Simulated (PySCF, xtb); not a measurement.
C3H4Cl2OSi, SMILES [Si](OC)(C#C)(Cl)Cl.

GFN2-xTB run with xtb 6.7.1 at its own geometry gives an orbital gap of 5.58 eV and a dipole moment of 3.08 D.

The structure is a stationary point at B3LYP-D3(BJ)/def2-SVP. The values are those of a single conformer.

What does PBE/def2-TZVP run with PySCF give? (An estimate is asked for; the answer gives what the named calculation found.)

gap 5.52 eV (levels -7.21 and -1.69 eV), dipole 2.53 D.
